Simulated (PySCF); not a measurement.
How methods differ on the excitation energy of Ge⁺

Ge⁺ [Ar] 3d10 4s2 4p1 (2P) → Ge⁺ [Ar] 3d10 4s1 4p2 (4P), as a difference of total energies. All numbers are calculated (PySCF 2.14, no relativity, point nucleus, in def2-TZVPPD). Correlated levels: valence: [Ar] 3d10 frozen; valence and next inner shell: [Ne] frozen. The calculations carry no spin-orbit coupling.

```tsv
method	excitation energy (eV)	difference from reference (eV)
UHF	4.560	-1.829
LDA	6.702	+0.313
PBE	6.465	+0.076
PBE0	6.109	-0.280
r2SCAN	5.888	-0.501
PW91	6.451	+0.062
wB97X-V	6.350	-0.039
revPBE	6.313	-0.076
wB97X	6.812	+0.423
MP2 (valence)	5.351	-1.038
SCS-MP2 (valence)	5.649	-0.740
MP2 (valence and next inner shell)	5.549	-0.840
SCS-MP2 (valence and next inner shell)	5.819	-0.570
```

Reference: 6.389 eV (measured; NIST levels, between the centres of gravity of the two terms).

These non-relativistic numbers lack the scalar-relativistic shift.

Errors of the correlated levels include the incompleteness of this basis and the frozen core.
